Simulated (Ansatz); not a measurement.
Geometry optimisation, Ansatz 0.2.0, RKS PBE0-D4/6-31G*.

Input:

```yaml
crystal:
  periodic: [false, false, false]
  atoms:
    - { symbol: Si, position_ang: [0.1071, 1.2721, -1.1392] }
    - { symbol: B, position_ang: [-0.3267, -0.3849, -0.2994] }
    - { symbol: O, position_ang: [-1.2832, -1.2092, 0.4677] }
    - { symbol: Si, position_ang: [0.2569, -1.4269, 1.3106] }
    - { symbol: H, position_ang: [1.4521, 1.3157, -1.6438] }
    - { symbol: H, position_ang: [-0.1332, 2.4189, -0.1798] }
    - { symbol: H, position_ang: [-0.8251, 1.5112, -2.2855] }
    - { symbol: H, position_ang: [0.1374, -0.7643, 2.6206] }
    - { symbol: H, position_ang: [0.7032, -2.7789, 1.1317] }
basis:
  gaussian: { orbitals: "6-31G*" }
hamiltonian:
  xc: pbe0
  dispersion: d4
relax:
  f_tol: 0.02
  max_steps: 50
output:
  orbitals: {}
```

Run as:

```bash
$ ansatz run input.yaml --threads 1 --pin off --max-ram 2048MiB --backend cpu --events-out ev --progress --plain --runs-dir out
```

Q: Where does it end, and by what steps?

A: The forces met the threshold. After 13 steps the energy has fallen by 0.923 eV; H8 moved furthest, 0.75 Å.

```tsv
step	energy less start (eV)	largest force component (eV/Å)	accepted
0	0.0000	4.561	yes
1	-0.6954	2.058	yes
2	-0.8664	0.739	yes
3	-0.8417	1.626	no
4	-0.9029	0.127	yes
5	-0.9162	0.080	yes
6	-0.9206	0.023	yes
7	-0.9213	0.021	yes
8	-0.9218	0.089	yes
9	-0.9222	0.049	yes
10	-0.9224	0.027	yes
11	-0.9227	0.038	yes
12	-0.9227	0.023	yes
13	-0.9227	0.016	yes
```

```xyz
9
Properties=species:S:1:pos:R:3
Si 0.053 1.387 -1.218
B -0.127 -0.170 0.041
O -1.024 -1.140 0.239
Si 0.258 -1.421 1.453
H 1.330 1.250 -1.976
H 0.119 2.644 -0.420
H -1.077 1.486 -2.185
H -0.319 -1.329 2.819
H 0.874 -2.754 1.231
```

Whether the end is a true minimum wasn't checked by a vibrational analysis.

The run took 57 s on 1 thread of Arm Neoverse V1, on a shared host, peak memory 0.15 GiB.
